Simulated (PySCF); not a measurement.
Ground-state electric properties of a mixed set of molecules.

All values: B3LYP/def2-SVPD (PySCF) at GFN2-xTB geometries, gas phase, one conformer each. Core orbitals are frozen in the response; Δα² is half the sum of the squared differences of the principal polarisabilities.

Problem. Rank by dipole moment, lowest first.
A. `[CH3:1][C:2]1=[CH:3][SiH2:4][C:5]([CH2:6][F:7])=[CH:8]1` with Si4–C5–C6–F7 180°
B. `[CH3:1][C:2]#[C:3][Si@H:4]1[CH2:5][C@H:6]([F:7])[CH2:8]1` with C3–Si4–C5–C6 99°, Si4–C5–C6–F7 134°, C5–C6–C8–Si4 -13°, C3–Si4–C8–C6 -99°
C. `[CH:1]#[C:2][C@@H:3]1[CH2:4][SiH2:5][C@H:6]([F:7])[CH2:8]1` with C2–C3–C4–Si5 -162°, C3–C4–Si5–C6 15°, C4–Si5–C6–F7 132°, Si5–C6–C8–C3 -37°

Solution. A (1.42 D), C (1.77 D), B (3.25 D).

Problem. Rank by polarisability anisotropy Δα, highest first.
A. `[CH3:1][C:2]1=[CH:3][SiH2:4][C:5]([CH2:6][F:7])=[CH:8]1` with Si4–C5–C6–F7 180°
B. `[CH3:1][C:2]#[C:3][Si@H:4]1[CH2:5][C@H:6]([F:7])[CH2:8]1` with C3–Si4–C5–C6 99°, Si4–C5–C6–F7 134°, C5–C6–C8–Si4 -13°, C3–Si4–C8–C6 -99°
C. `[CH:1]#[C:2][C@@H:3]1[CH2:4][SiH2:5][C@@H:6]([F:7])[CH2:8]1` with C2–C3–C4–Si5 -162°, C3–C4–Si5–C6 16°, C4–Si5–C6–F7 -106°, Si5–C6–C8–C3 -36°

Solution. B (7.51 Å³), A (6.45 Å³), C (6.11 Å³).

All values together:

```csv
SMILES,formula,μ (D),HOMO (eV),LUMO (eV),α (Å³),Δα (Å³),electrons,α per electron (Å³)
C#C[C@@H]1C[SiH2][C@@H](F)C1,C6H9FSi,1.68,-7.52,0.06,13.97,6.11,68,0.205
CC1=C[SiH2]C(CF)=C1,C6H9FSi,1.42,-6.30,-1.57,14.37,6.45,68,0.211
CC#C[Si@H]1C[C@H](F)C1,C6H9FSi,3.25,-7.34,-0.41,14.51,7.51,68,0.213
C#C[C@@H]1C[SiH2][C@H](F)C1,C6H9FSi,1.77,-7.59,-0.11,13.95,6.10,68,0.205
```

Conformers: `[CH:1]#[C:2][C@@H:3]1[CH2:4][SiH2:5][C@@H:6]([F:7])[CH2:8]1` with C2–C3–C4–Si5 -162°, C3–C4–Si5–C6 16°, C4–Si5–C6–F7 -106°, Si5–C6–C8–C3 -36°; `[CH3:1][C:2]1=[CH:3][SiH2:4][C:5]([CH2:6][F:7])=[CH:8]1` with Si4–C5–C6–F7 180°; `[CH3:1][C:2]#[C:3][Si@H:4]1[CH2:5][C@H:6]([F:7])[CH2:8]1` with C3–Si4–C5–C6 99°, Si4–C5–C6–F7 134°, C5–C6–C8–Si4 -13°, C3–Si4–C8–C6 -99°; `[CH:1]#[C:2][C@@H:3]1[CH2:4][SiH2:5][C@H:6]([F:7])[CH2:8]1` with C2–C3–C4–Si5 -162°, C3–C4–Si5–C6 15°, C4–Si5–C6–F7 132°, Si5–C6–C8–C3 -37°.
